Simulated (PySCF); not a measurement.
disilazane (H₇NSi₂), SMILES [SiH3]N[SiH3].

Geometry optimised at PBE-D3(BJ)/def2-SVP.

Two levels are set side by side: PBE/def2-TZVPD (PySCF) and r2SCAN/def2-TZVPD (PySCF). Same geometry, gas phase. Differences are taken from unrounded values.

```csv
quantity,r2SCAN
orbital gap (eV),5.82
highest occupied level (eV),-6.48
lowest empty level (eV),-0.66
dipole moment (D),0.90
mean polarisability (bohr³),66.1
```

**Question.** What does PBE give, and how far is it from r2SCAN? (Estimate from the structure and the level; the computed values follow.)

**Answer.** 
```csv
quantity,PBE,PBE minus r2SCAN
orbital gap (eV),5.06,-0.76
highest occupied level (eV),-6.20,0.28
lowest empty level (eV),-1.13,-0.48
dipole moment (D),0.88,-0.02
mean polarisability (bohr³),68.7,2.6
```

Rough cost on one machine, each run with all the roots and properties that it gave: r2SCAN against PBE about 4 times.
